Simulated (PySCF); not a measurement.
# Br: ionisation energy

Br [Ar] 3d10 4s2 4p5 (2P) → Br+ [Ar] 3d10 4s2 4p4 (3P), as a difference of total energies. Computed with PySCF 2.14 in aug-cc-pVQZ-PP with one added diffuse shell each of s, p, d, f, g type with ECP10MDF (8s7p6d4f3g, 114 functions), with a scalar-relativistic core potential. Correlated levels: valence: 3s2 3p6 3d10 frozen. The calculations carry no spin-orbit coupling.

| method | ionisation energy (eV) |
| --- | --- |
| UHF | 10.708 |
| LDA | 12.026 |
| PBE | 11.748 |
| PBE0 | 11.763 |
| r2SCAN | 11.830 |
| r2SCAN0 | 11.814 |
| B97-3 | 11.756 |
| BHandHLYP | 11.729 |
| MP2 (valence) | 11.674 |
| SCS-MP2 (valence) | 11.691 |

Task: How much does correlation contribute at MP2 (valence)?

Result: 11.674 − (10.708) = 0.966 eV, measured against UHF.

Errors of the correlated levels include the incompleteness of this basis and the frozen core.

For comparison: 11.844 eV (measured; NIST levels, between the centres of gravity of the two terms).
